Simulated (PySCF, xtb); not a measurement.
BeCl2, SMILES [Be]([Cl])[Cl].

GFN2-xTB (xtb 6.7.1) at its own geometry gives an orbital gap of 6.55 eV and a dipole moment of 0.00 D.

Coordinates come from a B3LYP-D3(BJ)/def2-TZVP optimisation. The isomer is the one that the SMILES or the coordinates give; other isomers of the formula were not compared.

Question: What does r2SCAN/def2-TZVPD (PySCF) give? (Estimate from the structure and the level; the computed values follow.)

Answer: gap 7.89 eV (levels -8.55 and -0.66 eV), dipole 0.00 D.
